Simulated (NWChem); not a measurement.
System: C$_{2}$H$_{8}$OSi$_{2}$; SMILES [SiH3][SiH]1COC1

NWChem printed, in part:

```
             Northwest Computational Chemistry Package (NWChem) 7.3.0
             --------------------------------------------------------

 CS  symmetry detected

                             Geometry "geometry" -> ""
                             -------------------------

 Output coordinates in angstroms (scale by  1.889725989 to convert to a.u.)

  No.       Tag          Charge          X              Y              Z
 ---- ---------------- ---------- -------------- -------------- --------------
    1 Si                  14.0000     0.30468912     2.14098966     0.00000000
    2 Si                  14.0000    -0.68970673     0.01547277     0.00000000
    3 C                    6.0000     0.06951604    -1.33052528    -1.13245800
    4 O                    8.0000     0.59028890    -2.02875035     0.00000000
    5 C                    6.0000     0.06951604    -1.33052528     1.13245800
    6 H                    1.0000    -0.10749941     2.91159490     1.21477300
    7 H                    1.0000     1.79341805     2.00018268     0.00000000
    8 H                    1.0000    -0.10749941     2.91159490    -1.21477300
    9 H                    1.0000    -2.18265104     0.14149654     0.00000000
   10 H                    1.0000    -0.65647823    -1.94439935    -1.69790100
   11 H                    1.0000     0.87546553    -1.03511910    -1.82665300
   12 H                    1.0000    -0.65647823    -1.94439935     1.69790100
   13 H                    1.0000     0.87546553    -1.03511910     1.82665300

 Effective nuclear repulsion energy (a.u.)     283.7451275478

      Symmetry information
      --------------------

 Group name             Cs
 Group number              2
 Group order               2
 No. of unique centers     9

  pbe96 is a nonlocal functional; adding pw91lda local functional.

                                 NWChem DFT Module
                                 -----------------

 Summary of "ao basis" -> "ao basis" (spherical)
 ------------------------------------------------------------------------------
       Tag                 Description            Shells   Functions and Types
 ---------------- ------------------------------  ------  ---------------------
 Si                          6-31g*                  8       18   4s3p1d
 C                           6-31g*                  6       14   3s2p1d
 O                           6-31g*                  6       14   3s2p1d
 H                           6-31g*                  2        2   2s

      Symmetry analysis of basis
      --------------------------

        a'         60
        a"         34

            General Information
            -------------------
          SCF calculation type: DFT
          Wavefunction type:  closed shell.
          No. of atoms     :    13
          No. of electrons :    56
           Alpha electrons :    28
            Beta electrons :    28
          Charge           :     0
          Spin multiplicity:     1
          Use of symmetry is: on ; symmetry adaption is: on
          Maximum number of iterations: 150
          AO basis - number of functions:    94
                     number of shells:    50
          Convergence on energy requested:  1.00D-06
          Convergence on density requested:  1.00D-05
          Convergence on gradient requested:  5.00D-04

              XC Information
              --------------
          PerdewBurkeErnzerhof Exchange Functional  1.000
            Perdew 1991 LDA Correlation Functional  1.000 local
           PerdewBurkeErnz. Correlation Functional  1.000 non-local

             Grid Information
             ----------------
          Grid used for XC integration:  medium
          Radial quadrature: Mura-Knowles
          Angular quadrature: Lebedev.
          Tag              B.-S. Rad. Rad. Pts. Rad. Cut. Ang. Pts.
          ---              ---------- --------- --------- ---------
          Si                  1.10       88          11.0       590
          C                   0.70       49          11.0       434
          O                   0.60       49          12.0       434
          H                   0.35       45          13.0       434
          Grid pruning is: on
          Number of quadrature shells:   499
          Spatial weights used:  Erf1

      Superposition of Atomic Density Guess
      -------------------------------------

 Sum of atomic energies:        -731.69533588

      Non-variational initial energy
      ------------------------------

 Total energy =    -734.038772
 1-e energy   =   -1574.151100
 2-e energy   =     556.367201
 HOMO         =      -0.282881
 LUMO         =       0.021979

      Symmetry analysis of molecular orbitals - initial
      -------------------------------------------------

  Numbering of irreducible representations:

     1 a'          2 a"

  Orbital symmetries:

     1 a'          2 a'          3 a'          4 a'          5 a"
     6 a'          7 a'          8 a'          9 a"         10 a'
    11 a'         12 a'         13 a"         14 a'         15 a"
    16 a'         17 a'         18 a'         19 a'         20 a"
    21 a'         22 a"         23 a'         24 a"         25 a'
    26 a'         27 a"         28 a'         29 a"         30 a'
    31 a'         32 a'         33 a"         34 a'         35 a'
    36 a'         37 a"         38 a'

   convergence    iter        energy       DeltaE   RMS-Dens  Diis-err
 ---------------- ----- ----------------- --------- --------- ---------
 d= 0,ls=0.0,diis     1   -734.5725052075 -1.02D+03  1.68D-02  5.71D-01
 d= 0,ls=0.0,diis     2   -734.5201734629  5.23D-02  1.15D-02  1.12D+00
 d= 0,ls=0.0,diis     3   -734.6259742499 -1.06D-01  2.60D-03  1.25D-01
 d= 0,ls=0.0,diis     4   -734.6364808703 -1.05D-02  9.52D-04  6.41D-03
 d= 0,ls=0.0,diis     5   -734.6373091400 -8.28D-04  4.29D-04  7.15D-04
  Resetting Diis
 d= 0,ls=0.0,diis     6   -734.6374066398 -9.75D-05  1.26D-04  9.91D-05
 d= 0,ls=0.0,diis     7   -734.6374246708 -1.80D-05  4.19D-05  2.61D-06
 d= 0,ls=0.0,diis     8   -734.6374243568  3.14D-07  2.33D-05  4.64D-06
 d= 0,ls=0.0,diis     9   -734.6374251622 -8.05D-07  3.30D-06  1.16D-07

         Total DFT energy =     -734.637425162204
      One electron energy =    -1578.452585072445
           Coulomb energy =      623.827365708247
    Exchange-Corr. energy =      -63.757333345793
 Nuclear repulsion energy =      283.745127547787

 Numeric. integr. density =       55.999952799998

                  Occupations of the irreducible representations
                  ----------------------------------------------

                     irrep           alpha         beta
                     --------     --------     --------
                     a'               20.0         20.0
                     a"                8.0          8.0

                       DFT Final Molecular Orbital Analysis
                       ------------------------------------

 Vector   26  Occ=2.000000D+00  E=-2.567341D-01  Symmetry=a"
              MO Center= -1.5D-01, -8.1D-01,  4.3D-15, r^2= 3.0D+00
   Bfn.  Coefficient  Atom+Function         Bfn.  Coefficient  Atom+Function
  ----- ------------  ---------------      ----- ------------  ---------------
    27      0.356651   2 Si pz               41     -0.231515   3 C  pz
    69     -0.231515   5 C  pz               40     -0.217371   3 C  py
    68      0.217371   5 C  py               42     -0.158253   3 C  s
    70      0.158253   5 C  s                23     -0.148710   2 Si pz
    44     -0.142924   3 C  py               72      0.142924   5 C  py

 Vector   27  Occ=2.000000D+00  E=-2.294794D-01  Symmetry=a'
              MO Center=  1.3D-01, -9.0D-01, -2.4D-15, r^2= 3.8D+00
   Bfn.  Coefficient  Atom+Function         Bfn.  Coefficient  Atom+Function
  ----- ------------  ---------------      ----- ------------  ---------------
    53      0.359358   4 O  px               26     -0.307061   2 Si py
    57      0.256160   4 O  px               54     -0.241181   4 O  py
    28      0.220304   2 Si s                 8      0.194061   1 Si py
    40      0.185557   3 C  py               68      0.185557   5 C  py
    56      0.176998   4 O  s                58     -0.166855   4 O  py

 Vector   28  Occ=2.000000D+00  E=-1.977350D-01  Symmetry=a'
              MO Center=  3.5D-01, -1.7D+00, -2.7D-16, r^2= 2.4D+00
   Bfn.  Coefficient  Atom+Function         Bfn.  Coefficient  Atom+Function
  ----- ------------  ---------------      ----- ------------  ---------------
    53      0.402528   4 O  px               54      0.395817   4 O  py
    57      0.303672   4 O  px               58      0.299199   4 O  py
    88      0.203901  10 H  s                92      0.203901  12 H  s
    90     -0.161763  11 H  s                94     -0.161763  13 H  s
    87      0.138155  10 H  s                91      0.138155  12 H  s

 Vector   29  Occ=0.000000D+00  E=-4.075540D-02  Symmetry=a"
              MO Center= -4.4D-01,  5.1D-01,  6.4D-15, r^2= 4.5D+00
   Bfn.  Coefficient  Atom+Function         Bfn.  Coefficient  Atom+Function
  ----- ------------  ---------------      ----- ------------  ---------------
    31      0.709193   2 Si pz               42      0.510268   3 C  s
    70     -0.510268   5 C  s                80     -0.366879   6 H  s
    84      0.366879   8 H  s                27      0.334708   2 Si pz
    13      0.317793   1 Si pz               44      0.198151   3 C  py
    72     -0.198151   5 C  py                9      0.161061   1 Si pz

 Vector   30  Occ=0.000000D+00  E=-9.333619D-03  Symmetry=a'
              MO Center= -2.1D-01,  8.9D-01, -9.0D-17, r^2= 5.4D+00
   Bfn.  Coefficient  Atom+Function         Bfn.  Coefficient  Atom+Function
  ----- ------------  ---------------      ----- ------------  ---------------
    30      0.949866   2 Si py               12      0.702776   1 Si py
    10     -0.660637   1 Si s                82      0.654378   7 H  s
    86     -0.474855   9 H  s                42      0.438988   3 C  s
    70      0.438988   5 C  s                28      0.359114   2 Si s
    11     -0.306499   1 Si px               80     -0.278851   6 H  s

 Vector   31  Occ=0.000000D+00  E= 5.115977D-03  Symmetry=a'
              MO Center=  6.7D-02,  1.5D+00,  4.9D-15, r^2= 6.0D+00
   Bfn.  Coefficient  Atom+Function         Bfn.  Coefficient  Atom+Function
  ----- ------------  ---------------      ----- ------------  ---------------
    28      1.431219   2 Si s                12      1.108748   1 Si py
    10     -1.090003   1 Si s                30      0.776652   2 Si py
    11      0.760479   1 Si px               29      0.634646   2 Si px
    24      0.291496   2 Si s                26      0.286470   2 Si py
    82     -0.274295   7 H  s                90     -0.230414  11 H  s

     Multipole analysis of the density
     ---------------------------------

     L   x y z        total         alpha         beta         nuclear
     -   - - -        -----         -----         ----         -------
     0   0 0 0     -0.000000    -28.000000    -28.000000     56.000000

     1   1 0 0     -0.296940     -0.148470     -0.148470      0.000000
     1   0 1 0      0.319849      0.159924      0.159924     -0.000000
     1   0 0 1     -0.000000     -0.000000     -0.000000      0.000000

     2   2 0 0    -35.566099    -55.642014    -55.642014     75.717929
     2   1 1 0      1.460765     -2.279714     -2.279714      6.020192
     2   1 0 1     -0.000000     -0.000000     -0.000000      0.000000
     2   0 2 0    -38.525916   -285.355642   -285.355642    532.185368
     2   0 1 1     -0.000000     -0.000000     -0.000000      0.000000
     2   0 0 2    -32.576957    -71.247048    -71.247048    109.917139

                                 NWChem DFT Module
                                 -----------------

      Symmetry analysis of basis
      --------------------------

        a'         60
        a"         34

            General Information
            -------------------
          SCF calculation type: DFT
          Wavefunction type:  spin polarized.
          No. of atoms     :    13
          No. of electrons :    55
           Alpha electrons :    28
            Beta electrons :    27
          Charge           :     1
          Spin multiplicity:     2
          Use of symmetry is: on ; symmetry adaption is: on
          Maximum number of iterations: 150
          AO basis - number of functions:    94
                     number of shells:    50
          Convergence on energy requested:  1.00D-06
          Convergence on density requested:  1.00D-05
          Convergence on gradient requested:  5.00D-04

              XC Information
              --------------
          PerdewBurkeErnzerhof Exchange Functional  1.000
            Perdew 1991 LDA Correlation Functional  1.000 local
           PerdewBurkeErnz. Correlation Functional  1.000 non-local

             Grid Information
             ----------------
          Grid used for XC integration:  medium
          Radial quadrature: Mura-Knowles
          Angular quadrature: Lebedev.
          Tag              B.-S. Rad. Rad. Pts. Rad. Cut. Ang. Pts.
          ---              ---------- --------- --------- ---------
          Si                  1.10       88          11.0       590
          C                   0.70       49          11.0       434
          O                   0.60       49          12.0       434
          H                   0.35       45          13.0       434
          Grid pruning is: on
          Number of quadrature shells:   499
          Spatial weights used:  Erf1

      Superposition of Atomic Density Guess
      -------------------------------------

 Sum of atomic energies:        -731.69533588

 Renormalizing density from      56.00 to     55

      Non-variational initial energy
      ------------------------------

 Total energy =    -725.621775
 1-e energy   =   -1546.041259
 2-e energy   =     536.674356
 HOMO         =      -0.544941
 LUMO         =      -0.220399

   Symmetry analysis of molecular orbitals - initial alpha
   -------------------------------------------------------

  Numbering of irreducible representations:

     1 a'          2 a"

  Orbital symmetries:

     1 a'          2 a'          3 a'          4 a'          5 a"
     6 a'          7 a'          8 a'          9 a'         10 a"
    11 a'         12 a"         13 a'         14 a'         15 a"
    16 a'         17 a'         18 a'         19 a'         20 a"
    21 a'         22 a"         23 a'         24 a"         25 a'
    26 a'         27 a"         28 a'         29 a"         30 a'
    31 a'         32 a'         33 a'         34 a"         35 a'
    36 a'         37 a"         38 a"

   Symmetry analysis of molecular orbitals - initial beta
   ------------------------------------------------------

  Numbering of irreducible representations:

     1 a'          2 a"

  Orbital symmetries:

     1 a'          2 a'          3 a'          4 a'          5 a"
     6 a'          7 a'          8 a'          9 a'         10 a"
    11 a'         12 a"         13 a'         14 a'         15 a"
    16 a'         17 a'         18 a'         19 a'         20 a"
    21 a'         22 a"         23 a'         24 a"         25 a'
    26 a'         27 a"         28 a'         29 a"         30 a'
    31 a'         32 a'         33 a'         34 a"         35 a'
    36 a'         37 a"         38 a"

[...]
```

Level: PBE/6-31G* (spherical d), vertical spin-unrestricted ions. Coordinates come from a PBE0/def2-SVP optimisation.

Problem. Reconstruct the input file.

Solution. One answer among several that fit: the input that was run:
```
start job
memory heap 200 mb stack 900 mb global 1100 mb
geometry units angstroms noautoz
  Si     0.290004    -2.128584     0.000000
  Si    -0.687070     0.004951     0.000000
  C      0.083076     1.344729    -1.132458
  O      0.609511     2.038695     0.000000
  C      0.083076     1.344729     1.132458
  H     -0.128439    -2.895811     1.214773
  H      1.779829    -1.999891     0.000000
  H     -0.128439    -2.895811    -1.214773
  H     -2.180990    -0.108925     0.000000
  H     -0.637901     1.964488    -1.697901
  H      0.886596     1.042777    -1.826653
  H     -0.637901     1.964488     1.697901
  H      0.886596     1.042777     1.826653
end
basis spherical
  * library 6-31g*
end
dft
  xc xpbe96 cpbe96
  iterations 150
  vectors input atomic output neutral.movecs
end
task dft energy
charge 1
dft
  odft
  mult 2
  vectors input atomic output cation.movecs
end
task dft energy
```
